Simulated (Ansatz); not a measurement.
The cation of C2H4ClFGeSi, SMILES `F[SiH](Cl)C#[C][GeH3]` at the neutral geometry.

```yaml
crystal:
  periodic: [false, false, false]
  atoms:
    - {symbol: F, position_ang: [-2.289080, -0.204403, 2.385579]}
    - {symbol: Si, position_ang: [-1.133715, 0.802185, 1.974757]}
    - {symbol: Cl, position_ang: [-1.981409, 2.598689, 1.541654]}
    - {symbol: C, position_ang: [-0.285624, 0.164180, 0.513374]}
    - {symbol: C, position_ang: [0.315643, -0.251713, -0.454555]}
    - {symbol: Ge, position_ang: [1.246893, -0.907737, -1.984722]}
    - {symbol: H, position_ang: [-0.225255, 0.960055, 3.121223]}
    - {symbol: H, position_ang: [1.372131, 0.239418, -2.991317]}
    - {symbol: H, position_ang: [2.628722, -1.386964, -1.530253]}
    - {symbol: H, position_ang: [0.434793, -2.065009, -2.572741]}
basis:
  gaussian: {orbitals: def2-TZVPP}
total_charge: 1
magnetization: {spin_polarized: true, initial_magnetization: 1}
hamiltonian: {xc: {name: B3LYP}, dispersion: d4}
```

```sh
$ ansatz run in.yaml --threads 2 --pin off --events-out ev --progress --plain --max-ram 32768MiB --backend cpu
```

It prints (some lines left out):

```
Functional definition: B3LYP
1745 factors; their error is unknown
mean field evaluation 1: about -81753.1688 eV, gradient 6.2e1 eV
mean field evaluation 2: about -81529.9026 eV, gradient 1.9e2 eV
mean field evaluation 4: about -81763.8735 eV, gradient 3.2e1 eV
mean field evaluation 8: about -81770.5540 eV, gradient 1.4e0 eV
mean field evaluation 16: about -81770.5841 eV, gradient 9.0e-2 eV
mean field evaluation 32: about -81770.8472 eV, gradient 8.4e-6 eV
mean field -81770.84724101 eV, -3005.0232098363 hartree, gradient 2.1e-6 eV, S^2 0.754246; 7 other end points of the search recorded, 0 dependent functions left out
reference -81770.84756915 eV, -3005.0232218950 hartree; 44, 43 occupied and 237, 238 virtual orbitals, 1745 factors
Total energy: -81771.23508990 eV, -3005.0374630200 hartree
```

Hardware: 2 threads of a server CPU on a shared host. Wall time 2.3 min, peak host memory 1.9 GiB.
